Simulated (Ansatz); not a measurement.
GeH$_{4}$S$_{3}$ (`[SH][GeH]([SH])[SH]`). Charge 0, multiplicity 1. Geometry: relaxed with PBE0-D4/def2-TZVP. It is one conformer, not always the lowest.

```xyz
8

S    -0.097    0.005    2.184
Ge    0.414   -0.154    0.035
S     1.191    1.809   -0.623
S    -1.469   -0.746   -0.979
H    -0.727   -1.183    2.213
H     1.537   -1.163   -0.253
H     0.017    2.431   -0.424
H    -0.865   -0.999   -2.154
```

Problem. What is the dipole moment at PBE/def2-TZVPP? (An estimate is asked.)

Solution. Ansatz gave: 1.11 D, with components (-0.07, -0.88, -0.67) D in this frame, pointing from negative to positive charge.

Problem. And with r2SCAN, B3LYP, ωB97M-V? (Estimate.)

Solution. The calculation gave: r2SCAN 1.18 D, B3LYP 1.15 D, ωB97M-V 1.17 D.

Problem. Give the Mulliken charges with PBE, ωB97M-V, r2SCAN in def2-TZVPP. (Estimate.)

Solution. The calculation gave: 
```
atom    PBE  ωB97M-V  r2SCAN
  S1  -0.28    -0.26   -0.30
 Ge2   0.45     0.36    0.52
  S3  -0.29    -0.27   -0.30
  S4  -0.28    -0.26   -0.30
  H5   0.13     0.13    0.12
  H6   0.02     0.05    0.02
  H7   0.13     0.13    0.12
  H8   0.12     0.13    0.12
```

B3LYP here is the variant with VWN-RPA as its local correlation; programs differ in this.
